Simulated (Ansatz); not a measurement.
`[GeH3][SbH2]` + `O[SiH2]F` → `F[SiH2][O][GeH3]` + `[SbH3]` at 500 K and 1 bar (cleavage of the Ge–Sb bond).

Gas-phase electronic energies from Ansatz, PBE0-D4/def2-TZVP geometries. CCSD(T)/CBS is the MP2 limit (def2-TZVPP, def2-QZVPP) plus CCSD(T) − MP2 in def2-TZVPP, frozen cores. def2 core potentials past Kr. For Ge, Sb outer-core shells are correlated without core-valence functions, which leaves a few kJ/mol of doubt a bond. Scalar relativity is left out up to krypton. One conformer a species, not always the lowest.

```json
{"species": "`[GeH3][SbH2]`", "CCSD(T)/CBS energy (Eh)": "-2319.11871", "H − E (kJ/mol)": "131.0", "S (J/(mol·K))": "366.3"}
{"species": "`O[SiH2]F`", "CCSD(T)/CBS energy (Eh)": "-465.96250", "H − E (kJ/mol)": "118.8", "S (J/(mol·K))": "315.1"}
{"species": "`F[SiH2][O][GeH3]`", "CCSD(T)/CBS energy (Eh)": "-2543.28863", "H − E (kJ/mol)": "171.0", "S (J/(mol·K))": "418.4"}
{"species": "`[SbH3]`", "CCSD(T)/CBS energy (Eh)": "-241.78682", "H − E (kJ/mol)": "70.2", "S (J/(mol·K))": "256.6"}
```

H − E and S are ideal-gas, rigid-rotor, harmonic terms from PBE0-D4/def2-TZVP, for one conformer and one mirror image of each species. 1 Eh = 2625.50 kJ/mol, R = 8.31446 J/(mol·K).

**Question.** By hand: ΔE, ΔH, ΔS and ΔG.

**Answer.** ΔE = (-2543.28863) + (-241.78682) − (-2319.11871) − (-465.96250) = 0.00576 Eh = 15.1 kJ/mol. Δ(H − E) = 171.0 + 70.2 − 131.0 − 118.8 = -8.6, so ΔH = 6.5 kJ/mol. ΔS = 418.4 + 256.6 − 366.3 − 315.1 = -6.4 J/(mol·K). ΔG = 6.5 − 500 × (-6.4)/1000 = 9.7 kJ/mol.

**Question.** By hand: the equilibrium constant, and the temperature at which ΔG would vanish if ΔH and ΔS stayed fixed.

**Answer.** log₁₀ K = −ΔG/(RT ln 10) = -1.0. ΔH and −TΔS have one sign here, so there is no such temperature.

TΔS isn't small against ΔH here. A doubt of 5 kJ/mol in ΔE shifts log₁₀ K by 0.5 here. Other conformers and mirror images would add mixing entropy, several J/(mol·K) or more a flexible species. Modes under 60 cm⁻¹, often nearly free rotors, make the harmonic entropy too high. These are equilibria of isolated gas molecules and say nothing of rates. Largest T1 diagnostic: 0.014 (customary marks: 0.02 for closed shells, 0.045 for open ones).

ΔS is within the doubt of such terms, so its sign, and with it that verdict, could turn.
